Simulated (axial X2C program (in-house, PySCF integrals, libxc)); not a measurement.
**TaS⁺ at several levels of theory**

Computed with an in-house all-electron X2C program for linear molecules (integrals from PySCF). Spin-free means the one-electron spin-free X2C Hamiltonian; two-component (2c) means X2C with spin–orbit coupling and atomic mean-field two-electron Coulomb and Gaunt terms, so the difference of the two also holds small scalar two-electron terms. Basis: Ta dyall-cv3z [13s14p9d7f4g], S dyall-av3z [9s8p3d2f] (cores contracted in-house); Gaussian nuclei, density fitting, unrestricted open shells. Masses: Ta 180.948 u, S 31.972 u.

Input file and command:
```json
{"zs": [73, 16], "q": 1, "bas": ["dyall-cv3z", "dyall-av3z"], "levels": ["PBE0", "HF", "TPSSh"], "cc": true, "r0": 2.2, "thr": -1.0, "nmax": 90, "npts": 10, "nst": 2, "ntry": 6}
```
```bash
python so2c.py task.json out
```

Keys: zs atomic numbers; q charge; bas basis sets; levels methods; cc coupled cluster on or off; r0 starting distance in Å; thr threshold in hartree for freezing inner shells (an s shell follows its p shell); nmax most natural virtual spinors; npts points on the curve; nst determinants followed; ntry starts of the search. HF also brings MP2.

State, spin-free: M_S = 1, Λ = 2 (beyond evenly filled blocks: σα, δ+α); electrons by block: σα: 18, σβ: 17, π+α: 9, π+β: 9, π-α: 9, π-β: 9, δ+α: 4, δ+β: 3, δ-α: 3, δ-β: 3, φ+α: 1, φ+β: 1, φ-α: 1, φ-β: 1. Fragments: Ta+ + S.

State, 2c: Ω = 1 (⟨Sz⟩ = -0.99, ⟨Lz⟩ = 1.99 at PBE0); electrons by block: 1/2: 26, -1/2: 27, 3/2: 13, -3/2: 12, 5/2: 4, -5/2: 4, 7/2: 1, -7/2: 1. Fragments: Ta+ + S.

```csv
Hamiltonian,level,Re (Å),ωe (cm⁻¹),ωexe (cm⁻¹),De (eV),k (mdyn/Å),μ (D)
spin-free,PBE0,2.075,596.6,1.72,5.44,5.7,-2.91
spin-free,CCSD,2.086,591.4,2.36,4.84,5.6,n/a
spin-free,TPSSh,2.083,586.1,1.53,5.68,5.5,-2.80
2c,PBE0,2.076,593.9,1.74,n/a,5.65,-2.94
2c,TPSSh,2.083,583.6,1.55,n/a,5.45,-2.83
```

Correlated methods: 10 electrons correlated (number of frozen shells: Ta 5 s, 4 p, 2 d, 1 f; S 2 s, 1 p), 316 virtual spin orbitals or spinors in MP2, 90 natural virtuals in coupled cluster.

Dipoles are positive if S is the positive end and refer to the centre of mass.

One determinant describes the state; a PBE0 search over occupations chose it and may have missed a lower one. De is counted from the lowest determinant-based energies of the atoms at the same level, without counterpoise correction. De is not given where an atomic determinant may have missed its ground term or J level, or where the truncated virtual space spoils (T). Density functionals use the spin component along the axis (collinear). CCSD ran in a truncated set of natural virtual spinors with an MP2 remainder; without triples it tends to underbind. Other states lie close and PBE0, whose exact exchange favours high spin, may order them wrongly; the determinant shown need not be the ground state. The nearest other spin-free determinant of the search, M_S = 0, Λ = 0, lies 0.65 eV up at the distance of the search. The functionals have no current-density term, which raises determinants with orbital currents, atoms included. With several unpaired electrons one determinant need not be a pure state. The outer-core s and p shells of the metal are frozen in the correlated rows, which leaves out core–valence correlation; for alkali and alkaline-earth bonds that tends to lengthen them. The determinant is spin-polarised beyond a pure state at some levels (its spin-free form has ⟨S²⟩ too high), which makes Re and μ there less reliable. The T1 diagnostic is large, a sign of multireference character. With the outer-core shells frozen, correlated bond lengths of heavy atoms tend to come out a few hundredths of an ångström too long.

No reliable constants came from CCSD (2c), CCSD(T) (2c), CCSD(T) (spin-free), HF (2c), HF (spin-free), MP2 (2c), MP2 (spin-free): no minimum in range, unconverged points, a curve that is not smooth, a change of character along it, or the two Hamiltonians disagreeing along it.

Rough cost a point (2c) on 1 thread(s) of a shared host, integrals apart: PBE0 1.5 s, TPSSh 2.2 s.

The whole task took 4.8 min on 1 thread of Arm Neoverse V1, on a shared host.
